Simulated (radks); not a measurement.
The numbers below are computed, except where a source is named.
Initial-state core-level shifts of the neodymium ion Nd+ when its valence configuration changes from [Xe] 4f4 6s1. Code: a radial shooting solver on a logarithmic mesh with Libxc functionals. Model: scalar-relativistic Kohn-Sham, BLYP, spin-polarised, spherical densities, finite nucleus; open shells are filled with parallel spins first (spin-orbit coupling, left out, can overturn this in heavy ions); Fermi nuclear charge, rms radius 4.9123 fm. Shifts are changes of the shell-averaged eigenvalues in eV (positive: less bound); the change of the density at the nucleus, which sets a Mossbauer isomer shift, is in e/bohr^3, on a base of 4.726e+05.

valence               1s       2s       3p       3d  density at nucleus
4f3 6s2           -8.686   -9.351  -10.227  -10.147              +57.63
4f2 5d1 6s2      -16.338  -17.738  -19.826  -19.628              +90.21
4f4 5d1           +1.668   +1.730   +1.666   +1.678              -25.22
4f1.5 5d1.5 6s2  -20.441  -22.254  -25.027  -24.764             +107.71
4f5               +5.645   +6.058   +6.593   +6.543              -38.66
4f4 6p1           -1.128   -1.116   -1.100   -1.102              -23.94
4f3 5d1 6s1       -6.339   -6.910   -7.853   -7.759              +24.82
4f4 6s0.5 6p0.5   -0.570   -0.564   -0.557   -0.557              -11.88
4f3.5 5d0.5 6s1   -3.010   -3.275   -3.711   -3.667              +11.67
